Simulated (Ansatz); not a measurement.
The same path of BFH2O2 + H2 (8 atoms, charge 0, multiplicity 1) was run twice with different band settings. Lost on the way: B1–O2, H7–H8. Made: B1–H7, O2–H8.

All numbers below come from Ansatz 0.2.0, RKS B3LYP-D4/6-31G*.

Relaxed end points:

```xyz
8
Properties=species:S:1:pos:R:3
B -0.165 -0.686 -0.129
O 0.027 -0.379 1.192
H -0.812 -0.243 1.656
O 0.885 -0.914 -0.957
H 1.726 -0.825 -0.487
F -1.401 -0.771 -0.633
H 0.253 2.944 1.414
H 0.297 2.203 1.364
```

```xyz
8
Properties=species:S:1:pos:R:3
B 0.126 0.372 -0.470
O 0.046 0.168 2.101
H -0.862 -0.098 1.892
O 1.279 -0.238 -0.817
H 1.186 -1.204 -0.839
F -1.019 -0.337 -0.371
H 0.086 1.559 -0.404
H -0.030 1.107 2.328
```

Common settings: climbing image yes; spring 5.0 eV/Å²; optimiser quadratic models (default); start path through a guess of the saddle point; force threshold 0.05 eV/Å; end points relaxed.

| run | movable images | iteration limit |
| --- | --- | --- |
| 1 | 9 | 58 |
| 2 | 2 | 60 |

(1) What does each run give, and how far can it be trusted?

Results:

(1) Run 1: converged after 31 iterations, highest image 2.447 eV above the first end. The profile has 2 maxima (images 6, 9) with wells between them (image 7): this band takes more than one step, which may be the mechanism or a detour left from its start path. Neighbouring images differ by up to 1.5 eV, so the band resolves the path poorly. A vibrational analysis at the climbing image gives one clearly imaginary mode, 1504i cm⁻¹: a first-order saddle point.
Run 2: converged after 21 iterations, highest image 1.437 eV above the first end. The order of the point at the top wasn't checked. A band with more images between the same ends climbed to 2.45 eV, so this one has probably stepped over the top. So few images can step over the top or miss a turn of the path.
The orbitals stay closed-shell, which can raise the energy where a bond breaks towards radicals; this wasn't checked here.
